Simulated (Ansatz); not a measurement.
`FBCF` + `[NH2][GeH2][OH]` → `[NH2][GeH2][O]BF` + `CF`  (ligand exchange at a B–C bond)

Program: Ansatz. Geometries: PBE0-D4/def2-TZVP. ΔE: electronic, gas phase. CBS: MP2 limit from def2 TZ/QZ plus the TZ coupled-cluster correction, frozen cores. This one scheme is used for every species. DFT in def2-TZVPP. For Ge outer-core shells are correlated without core-valence functions, which leaves a few kJ/mol of doubt a bond. Scalar relativity is left out up to krypton. One conformer a species, not always the lowest.

`FBCF`:

Cartesian coordinates in Å:
```
F -1.047 -1.316 -0.915
B 0.019 -0.842 -0.309
C 0.042 0.619 0.250
F -1.126 1.328 0.048
H 0.976 -1.557 -0.194
H 0.875 1.173 -0.207
H 0.260 0.596 1.328
```

`[NH2][GeH2][OH]`:

Z-matrix (Å, degrees):
```
Ge
O 1 1.780
N 1 1.819 2 104.8
H 1 1.538 2 111.2 3 -115.1
H 1 1.549 2 106.5 3 123.0
H 2 0.959 1 112.2 3 -147.4
H 3 1.009 1 115.8 2 -150.0
H 3 1.009 1 117.0 2 77.3
```

`[NH2][GeH2][O]BF`:

Z-matrix (Å, degrees):
```
Ge
O 1 1.807
N 1 1.814 2 111.7
H 1 1.532 2 107.3 3 -119.2
H 1 1.528 2 103.7 3 117.5
B 2 1.335 1 126.8 3 99.9
H 3 1.009 1 116.2 2 -69.2
H 3 1.010 1 116.1 2 62.1
F 6 1.330 2 118.8 1 -177.9
H 6 1.203 2 123.8 1 2.0
```

`CF`:

```xyz
5

C     0.021   -0.026    0.051
F    -0.453    0.563   -1.099
H     1.067    0.257    0.193
H    -0.060   -1.111   -0.044
H    -0.575    0.318    0.900
```

Problem. Is it downhill or uphill in electronic energy at CCSD(T)/CBS, and by how much? (Best estimate.)

Solution. Computed: Downhill: ΔE = -40.3 kcal/mol.

Problem. What do these levels give: LDA (SPW92), r2SCAN0-D4, ωB97X-V, ωB97M-V, BLYP, r2SCAN0, BHLYP, CAM-B3LYP, HF/def2-SVP, CCSD/def2-SVP, HF/CBS(def2), MP2/CBS(def2)? (Best estimate.)

Solution. Ansatz gave: LDA (SPW92) -39.1, r2SCAN0-D4 -40.6, ωB97X-V -39.8, ωB97M-V -40.1, BLYP -39.6, r2SCAN0 -40.4, BHLYP -41.4, CAM-B3LYP -40.9, HF/def2-SVP -45.2, CCSD/def2-SVP -44.9, HF/CBS(def2) -42.7, MP2/CBS(def2) -40.8 kcal/mol.

Largest T1 diagnostic among the species: 0.013.

In def2-TZVPP, CCSD(T) changes the Hartree–Fock value by +1.4 kcal/mol (the triples alone add −0.1 kcal/mol) and MP2 by +0.8 kcal/mol. At CCSD(T), def2-SVP lies −4.9 kcal/mol from the extrapolated value and def2-TZVPP −1.0 kcal/mol.
